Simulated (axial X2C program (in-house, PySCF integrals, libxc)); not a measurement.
## Spin–orbit effects down a group: molecules with Na (ions), HF

Computed with an in-house relativistic program for diatomic molecules, spin-free (one-electron X2C) or two-component (2c: spin–orbit coupling with atomic mean-field Coulomb and Gaunt terms, which also bring small scalar terms), in Dyall basis sets with cores contracted in-house; open shells are unrestricted.

Basis sets: Ge dyall-acv3z, Na dyall-av3z, Si dyall-av3z, Sn dyall-acv3z.

```
molecule  spin-free state  Re (Å)  ωe (cm⁻¹)  De (eV)  2c state  Re 2c (Å)  ωe 2c (cm⁻¹)  De 2c (eV)
   NaSi⁻   M_S = 1, Λ = 0   2.992      174.6     0.81     Ω = 1      2.993         174.6        0.81
   NaGe⁻   M_S = 1, Λ = 0   3.035      142.6     0.78     Ω = 1      3.036         142.6        0.78
   NaSn⁻   M_S = 1, Λ = 0   3.262      121.5     0.67     Ω = 1      3.261         121.6        0.66
```

Fragments in 2c: Si- + Na, Ge- + Na, Sn- + Na. Each entry is the lowest single determinant of a limited PBE0 search at one distance. De goes to single-determinant-based atoms at the same level (for ions the charge split of lowest energy) and is withheld (n/a) where an atom does not fit its ground term or J level. Main or longest-lived isotopes. One determinant is a doubtful description, or other states lie close, for NaSi⁻, NaGe⁻, NaSn⁻; these need not be ground states, and all values refer to the states named. Some open-shell Ω = 0 determinants are out of reach, so the Ω given for NaSi⁻, NaGe⁻, NaSn⁻ need not be the lowest component. With several unpaired electrons the Ω given is that of one determinant, not necessarily of the lowest component.
